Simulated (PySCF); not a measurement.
Sn(H)2(Cl)(Me) (CH5ClSn), SMILES [CH3][SnH2][Cl].

Geometry: B3LYP-D3(BJ)/def2-SVP. The def2 effective core potentials stand for the cores of Sn; spin–orbit coupling is left out.

Computed with PBE/def2-TZVPD (PySCF).

The molecule is in vacuum.

Computed frontier levels, gap, dipole moment and polarisability:
```json
{
  "highest_occupied_level": "-7.03 eV",
  "lowest_empty_level": "-1.68 eV",
  "orbital_gap": "5.35 eV",
  "dipole_moment": "3.01 D",
  "quadrupole, principal values (traceless, Buckingham form, about the centre of nuclear charge)": "-3.04, 0.75, 2.29 D·Å",
  "mean_static_polarisability": "72.9 bohr³ (10.80 Å³)",
  "polarisability_principal_values": "63.8, 72.5, 82.3 bohr³"
}
```
